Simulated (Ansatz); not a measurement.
`[SiH3][AlH][SH]` + `[NH2][SnH2][OH]` → `[OH][SnH2][NH][SiH3]` + `[AlH2][SH]`  (cleavage of the Si–Al bond)

Gas-phase electronic energies from Ansatz, PBE0-D4/def2-TZVP geometries. CBS: MP2 limit from def2 TZ/QZ plus the TZ coupled-cluster correction, frozen cores. This one scheme is used for every species. DFT in def2-TZVPP. B3LYP here is the variant with VWN-RPA as its local correlation; programs differ in this. def2 core potentials past Kr. For Sn outer-core shells are correlated without core-valence functions, which leaves a few kJ/mol of doubt a bond. One conformer a species, not always the lowest.

Problem. Is it downhill or uphill in electronic energy at CCSD(T)/CBS, and by how much? (Best estimate.)

Solution. The calculation gave: Downhill: ΔE = -57.0 kJ/mol.

Problem. What do these levels give: r2SCAN-D4, PBE0-D4, B3LYP-D4, ωB97M-V, PBE, r2SCAN, PBE0, HF/def2-TZVPP, CCSD/def2-TZVPP, CCSD(T)/def2-TZVPP, HF/def2-QZVPP, MP2/CBS(def2)? (Best estimate.)

Solution. Computed: r2SCAN-D4 -48.5, PBE0-D4 -40.7, B3LYP-D4 -54.8, ωB97M-V -61.0, PBE -31.2, r2SCAN -47.8, PBE0 -38.5, HF/def2-TZVPP -70.3, CCSD/def2-TZVPP -57.8, CCSD(T)/def2-TZVPP -56.3, HF/def2-QZVPP -72.0, MP2/CBS(def2) -66.8 kJ/mol.

Largest T1 diagnostic among the species: 0.013.

In def2-TZVPP, CCSD(T) changes the Hartree–Fock value by +14.1 kJ/mol (the triples alone add +1.5 kJ/mol) and MP2 by +4.2 kJ/mol. The D4 term adds −4.1 kJ/mol with B3LYP and −2.2 kJ/mol with PBE0; it sums over pairs of atoms, weighted by their polarisabilities, and B3LYP, whose exchange is more repulsive, gets the larger term. From PBE to PBE0 (25 % exact exchange), in def2-TZVPP and without D4, ΔE moves by −7.3 kJ/mol.
